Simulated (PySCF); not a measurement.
**Threshold energies of GeI in a plasma**

PBE0 in PySCF with def2-TZVPPD on every atom (core potentials on I), for the lowest determinant that a PBE0 search found; no spin–orbit coupling.

```csv
species,state (unpaired electrons),Re (Å),ωe (cm⁻¹),energy of the minimum from the neutral (eV),De (eV),dissociates to
GeI,doublet (π ↑),2.525,244,0.00,3.20,Ge + I
GeI⁺,singlet (closed shell),2.399,306,7.16,3.98,Ge⁺ + I
GeI⁻,triplet (π ↑↑),2.734,165,-1.58,1.54,Ge + I⁻
```

Q: Work out the lowest energy to break GeI into atoms, from its vibrational ground state.

A: D0 = De − ωe/2 = 3.20 − 0.02 = 3.18 eV (PBE0/def2-TZVPPD).

Q: Work out the ionisation energy of the Ge atom at this level and the threshold of dissociative ionisation.

A: IE(Ge) = 7.16 + 3.98 − 3.20 = 7.94 eV, so Ge⁺ + I + e⁻ appears at D0 + IE(Ge) = 11.12 eV (PBE0/def2-TZVPPD). The measured IE(Ge) is 7.899 eV (NIST ASD).

Q: Work out the electron affinity of the I atom and the threshold of dissociative attachment.

A: EA(I) = 3.20 − 1.54 − (-1.58) = 3.24 eV, so Ge + I⁻ needs D0 − EA(I) = -0.06 eV (negative: it is exothermic at zero electron energy) (PBE0/def2-TZVPPD). The measured EA(I) is 3.059 eV.

Q: At which energy does ion-pair formation open?

A: Ge⁺ + I⁻ lies at D0 + IE(Ge) − EA(I) = 7.88 eV (PBE0/def2-TZVPPD).

These are thermodynamic thresholds; the onsets seen under electron impact lie higher where the geometry changes, and cross-sections peak well above them.

These are scalar-relativistic numbers at best; spin–orbit coupling would shift them, the dissociation energy most. For an ion De counts to the pair picked by the measured ionisation energies or electron affinities, which need not be the lowest pair at this level. The highest Kohn–Sham level is positive in this anion. Much of that is self-interaction error, but it also means that the finite basis helps to hold the extra electron. States were picked by a PBE0 search and need not be the measured ground states.
